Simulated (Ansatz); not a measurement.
C2H6ClNOSi (`N[SiH](C=O)CCl`), charge 0, multiplicity 1.

Q: Give a relaxed structure at PBE0-D4/def2-TZVP (Ansatz 0.2.0). (Estimate.)

A: The calculation gave: 
Z-matrix (Å, degrees):
```
Si
C 1 1.925
N 1 1.701 2 103.1
C 1 1.884 2 107.7 3 -120.4
H 1 1.488 2 110.7 3 123.7
O 2 1.209 1 119.6 3 -2.8
H 2 1.113 1 121.1 3 176.2
H 3 1.009 1 117.0 2 2.9
H 3 1.004 1 124.8 2 155.6
Cl 4 1.790 1 107.4 2 -63.2
H 4 1.090 1 112.3 2 55.2
H 4 1.091 1 113.0 2 178.2
```
This is one stationary point; other conformers may exist.
